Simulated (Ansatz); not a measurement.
C$_{4}$H$_{10}$BCl (SMILES CC(C)(C)BCl), singlet, at a GFN2-xTB geometry, with bond 2-1 at 1.8 times its length; CASSCF(4,4)/STO-3G (Ansatz, a first-principles code).

Ansatz was given this input:
Ansatz 0.2 input:
```yaml
crystal:
  periodic: [false, false, false]
  atoms:
    - {symbol: B, position_ang: [-0.17728036, 0.24254464, -0.98619784]}
    - {symbol: Cl, position_ang: [2.63092029, -0.21846666, -2.04979394]}
    - {symbol: H, position_ang: [-0.98339501, 0.65769805, -1.73279670]}
    - {symbol: C, position_ang: [-0.53685197, -0.01062002, 0.55135533]}
    - {symbol: C, position_ang: [-1.93843319, -0.62452094, 0.69728517]}
    - {symbol: C, position_ang: [0.47038430, -0.90793427, 1.28238274]}
    - {symbol: C, position_ang: [-0.54498317, 1.37082702, 1.24051671]}
    - {symbol: H, position_ang: [-2.19663130, -0.72958953, 1.74944328]}
    - {symbol: H, position_ang: [-1.97449778, -1.60875060, 0.23590209]}
    - {symbol: H, position_ang: [-2.68632367, 0.00369486, 0.21996987]}
    - {symbol: H, position_ang: [0.49692892, -1.89845444, 0.83302417]}
    - {symbol: H, position_ang: [1.47126098, -0.48570746, 1.23346854]}
    - {symbol: H, position_ang: [0.19356376, -1.01444029, 2.32986398]}
    - {symbol: H, position_ang: [0.43751600, 1.83455194, 1.18703604]}
    - {symbol: H, position_ang: [-1.26506881, 2.03461447, 0.76763956]}
    - {symbol: H, position_ang: [-0.81577614, 1.25788564, 2.28863634]}
basis:
  gaussian:
    orbitals: STO-3G
hamiltonian:
  xc: hf
magnetization: {spin_polarized: false}
correlation: {active_space: {window: {electrons: 4, orbitals: 4}}}
```

Task: What does Ansatz print? Leave out banner, timings and long lists.

Result: 
```
Functional definition: HF
582 factors; integrals over basis functions are off by at most 1.1e-4 eV
mean field evaluation 1: about -17254.5642 eV, gradient 2.2e1 eV
mean field evaluation 2: about -17254.8591 eV, gradient 2.1e1 eV
mean field evaluation 4: about -17258.5007 eV, gradient 2.7e0 eV
mean field evaluation 8: about -17258.5500 eV, gradient 5.5e-2 eV
mean field -17258.54999930 eV, -634.2400142090 hartree, gradient 2.2e-6 eV, S^2 0.000000; 0 other end points of the search recorded, 0 dependent functions left out
reference -17258.54999930 eV, -634.2400142090 hartree; 28, 28 occupied and 16, 16 virtual orbitals, 582 factors
state -17260.73460807 eV, -634.3202971006 hartree
Total energy: -17260.73460807 eV, -634.3202971006 hartree
```
